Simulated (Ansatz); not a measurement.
Computed with Ansatz on PBE0-D4/def2-TZVP structures; ΔE is electronic, products minus reactants. CCSD(T)/CBS is the MP2 limit (def2-TZVPP, def2-QZVPP) plus CCSD(T) − MP2 in def2-TZVPP, frozen cores. This one scheme is used for every species. Functionals use def2-TZVPP. HSE06 is defined as in plane-wave codes. One conformer a species, not always the lowest.

Reaction (ligand exchange at a B–N bond): `C=NBF` + H–F → `FBF` + `C=N`

```json
{"level": "PBE-D4", "ΔE (eV)": "-0.61"}
{"level": "BLYP-D4", "ΔE (eV)": "-0.66"}
{"level": "HSE06-D4", "ΔE (eV)": "-0.65"}
{"level": "BLYP", "ΔE (eV)": "-0.71"}
{"level": "LC-ωPBE", "ΔE (eV)": "-0.73"}
{"level": "CCSD/def2-TZVPP", "ΔE (eV)": "-0.83"}
{"level": "SCS-MP2/def2-QZVPP", "ΔE (eV)": "-0.78"}
{"level": "MP2/CBS(def2)", "ΔE (eV)": "-0.70"}
```

Problem. What does CCSD(T)/CBS give? (An estimate is asked.)

Solution. Ansatz gave: -0.75 eV. The listed levels differ from it by 0.14, 0.09, 0.10, 0.04, 0.02, -0.08, -0.03, 0.05 eV.

Largest T1 diagnostic among the species: 0.014.

The D4 term adds +0.04 eV with B3LYP and +0.02 eV with PBE0; it sums over pairs of atoms, weighted by their polarisabilities, and B3LYP, whose exchange is more repulsive, gets the larger term. Leaving LDA and LC-ωPBE aside and taking each functional with its dispersion term where it has one, the values, not all of them listed here, spread over 0.18 eV, from ωB97X-V to PBE-D4. LDA lies +0.11 eV from PBE without D4.

B3LYP here is the variant with VWN-RPA as its local correlation; programs differ in this.
